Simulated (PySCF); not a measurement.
## Static response to an electric field

Compound: C8H10S.
Geometry (PBE0-D3(BJ)/def2-SVP, Å), atoms numbered from 1 in this order:
```xyz
19
C8H10S angstrom
C      3.379    0.549   -0.344
C      2.032    0.014   -0.232
C      0.911   -0.440   -0.135
C     -0.453   -0.953   -0.018
C     -1.329   -0.530   -1.217
C     -1.712    0.910   -0.884
C     -1.804    0.959    0.621
S     -2.445    2.156    1.505
C     -1.200   -0.312    1.167
H      3.957    0.368    0.575
H      3.925    0.084   -1.180
H      3.363    1.636   -0.519
H     -0.414   -2.050    0.080
H     -0.808   -0.638   -2.178
H     -2.227   -1.169   -1.246
H     -2.632    1.278   -1.360
H     -0.904    1.602   -1.181
H     -0.585   -0.129    2.058
H     -2.035   -0.966    1.479
```

Level: PBE0/def2-SVPD (PySCF), static field, nuclei fixed, core orbitals frozen in the response. The polarisability tensor in these axes (au):

```
x   132.52  -6.29 -10.37
y    -6.29 108.03   9.57
z   -10.37   9.57 103.60
```

**Question.** What are the eigenvalues, a third of the trace, and Δα (Δα² = ½Σ(αi − αj)² over the three pairs)?

**Answer.** Principal values 95.42, 110.16 and 138.58 au; mean 114.72 au = 17.00 Å³ = 18.91 × 10⁻⁴⁰ C²·m²/J; Δα = 38.00 au (33 % of the mean).

**Question.** What is the dipole moment, and where does it point?

**Answer.** (1.62, -2.14, -1.79) D, 3.23 D in size, pointing from the negative to the positive side. Measured along this direction, the outermost atoms are S8 at the negative end and H11 at the positive end.

**Question.** What molar refraction does this α imply?

**Answer.** Lorentz–Lorenz: R = (4π/3)N_A α = 2.5225 cm³/(mol·Å³) × 17.00 Å³ = 42.9 cm³/mol, in the limit of long wavelengths.

**Question.** Find the Langevin capture rate constant for NO+ (29.998 u) meeting this molecule (138.050 u), k = 2.342 × 10⁻⁹ cm³/s × √(α in Å³ / reduced mass in u).

**Answer.** The reduced mass is 24.64 u, so k = 1.95 × 10⁻⁹ cm³/s. The formula leaves out the permanent dipole, which adds to the capture rate.

**Question.** In a dilute gas of rigid molecules at 298 K, how does the orientational term μ²/3kT compare with the electronic polarisability?

**Answer.** In Gaussian units μ²/3kT = 84.59 Å³ against 17.00 Å³, a ratio of 4.98; the Debye molar polarisation (4π/3)N_A(α + μ²/3kT) is 256.3 cm³/mol, leaving out the vibrational part.

Isolated species at its PBE0-D3(BJ)/def2-SVP geometry (one conformer only).
